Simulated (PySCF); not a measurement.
**Running PySCF for RbF**

File input.py (PySCF 2.14):

```python
from pyscf import gto, dft

mol = gto.M(
    atom='Rb 0 0 0; F 0 0 2.861',
    basis='sbkjc',
    ecp={'Rb': 'sbkjc', 'F': 'sbkjc'},
    charge=0,
    spin=0,
    symmetry=True,
    verbose=3,
)
mf = dft.RKS(mol, xc='m062x')
mf.kernel()
mf.dip_moment()
print('orbital energies (hartree):', mf.mo_energy[..., max(0, mol.nelec[1]-3):mol.nelec[0]+3].round(4))
```

```bash
$ OMP_NUM_THREADS=1 python input.py
```

Output:

```
converged SCF energy = -24.3591173483422
Dipole moment(X, Y, Z, Debye):  0.00000,  0.00000, -12.96429
orbital energies (hartree): [-0.2181 -0.2122 -0.2122 -0.0433  0.001   0.001 ]
```

In short: E(SCF) = -24.359117 Eh, μz(SCF) = -12.96 D.

It ran on AMD EPYC 7R13 (1 thread, shared host) in 0.97 s.

Stability towards an unrestricted solution was not tested. The bond length is a typed value, not an optimised one.
